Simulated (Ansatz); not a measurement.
Reaction (redistribution): `C[CH]([AlH2])[GeH3]` + `[Cl][InH][Cl]` → `[AlH2][InH][Cl]` + `C[CH](Cl)[GeH3]`

Program: Ansatz. Geometries: PBE0-D4/def2-TZVP. ΔE: electronic, gas phase. CBS: MP2 limit from def2 TZ/QZ plus the TZ coupled-cluster correction, frozen cores. Functionals use def2-TZVPP. B3LYP here is the variant with VWN-RPA as its local correlation; programs differ in this. def2 core potentials past Kr. For Ge, In outer-core shells are correlated without core-valence functions, which leaves a few kJ/mol of doubt a bond. Scalar relativity is left out up to krypton.

Is it downhill or uphill in electronic energy at CCSD(T)/CBS, and by how much? (Best estimate.)

Ansatz gave: Uphill: ΔE = +121.6 kJ/mol.

What do these levels give: PBE-D4, PBE0-D4, B3LYP-D4, ωB97X-V, B2PLYP, r2SCAN, PBE0, B3LYP, HF/def2-TZVPP, CCSD/def2-TZVPP, HF/def2-QZVPP, HF/CBS(def2)? (Estimate.)

Ansatz gave: PBE-D4 106.8, PBE0-D4 114.2, B3LYP-D4 114.9, ωB97X-V 120.5, B2PLYP 119.3, r2SCAN 120.3, PBE0 113.0, B3LYP 112.9, HF/def2-TZVPP 129.8, CCSD/def2-TZVPP 121.0, HF/def2-QZVPP 130.5, HF/CBS(def2) 130.6 kJ/mol.

Largest T1 diagnostic among the species: 0.014.

From PBE to PBE0 (25 % exact exchange), in def2-TZVPP and without D4, ΔE moves by +7.5 kJ/mol. In def2-TZVPP, CCSD(T) changes the Hartree–Fock value by −8.8 kJ/mol (the triples alone add −0.0 kJ/mol) and MP2 by −3.4 kJ/mol.
